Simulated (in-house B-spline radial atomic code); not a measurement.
# PBE hybrid excitations of Nb VI (Nb5+)

Method: PBE hybrid with 0.9 exact exchange. Computed with an all-electron radial atomic-structure program (B-spline basis): linear response of the closed shell [Ar] 3d10 4s2 4p6 with the functional's adiabatic kernel; scalar-relativistic (spin-free one-electron X2C), finite nucleus, no spin-orbit coupling, no double excitations, S, P, D and F terms only; shells from n = 2 respond. Only terms of natural parity with L up to 3 were computed.

Command:
```bash
python run_td.py task.json out
```
Settings (radii: box in bohr, nucleus in fm):
```
Z                        41
electrons                36
configuration            [Ar] 3d10 4s2 4p6
hamiltonian              x2c
method                   pbeh
box_radius               16.35
exact_exchange_fraction  0.9
rms_radius               4.324
intervals                71
```

Cost of the run: 3.1 s on 1 thread of Arm Neoverse N1 (shared host).

The lowest states, in the order of their Tamm-Dancoff energies; the method's threshold (minus the highest occupied level) is 102.87 eV. Labels give the largest channel, * marks a mixed state, and oscillator strengths are full-response dipole values. Semilocal kernels can invert the small singlet-triplet splittings of Rydberg terms. Energies in eV:

```tsv
state	full response	Tamm-Dancoff	oscillator strength
4p → 4d 3P	34.56	34.66	-
4p → 4d 3F	35.16	35.52	-
4p → 4d 1F	38.18	38.26	-
4p → 4d 1P	46.40	48.03	5.77
4p → 5s 3P	?	?	-
4p → 5s 1P	51.88	51.92	0.459
4p → 5p 3S	?	?	-
4p → 5p 3D	58.85	58.87	-
4p → 5p 1D	59.26	59.27	-
4p → 5p 1S	61.33	61.52	-
```

(1) Where does 4p → 5s 3P lie?

(2) Where does 4p → 5p 3S lie?

(3) How large is the singlet-triplet splitting of 4p → 4d (F terms) in Tamm-Dancoff?

(4) What polarisabilities and dispersion coefficient does the method give?

Answers

(1) At 51.11 eV in full response, 51.14 eV in Tamm-Dancoff.

(2) At 57.37 eV in full response, 57.40 eV in Tamm-Dancoff.

(3) 2.73 eV, from the unrounded values.

(4) Dipole 2.259 bohr³, quadrupole 3.664 bohr⁵, C6 7.098 hartree·bohr⁶ for two such species.
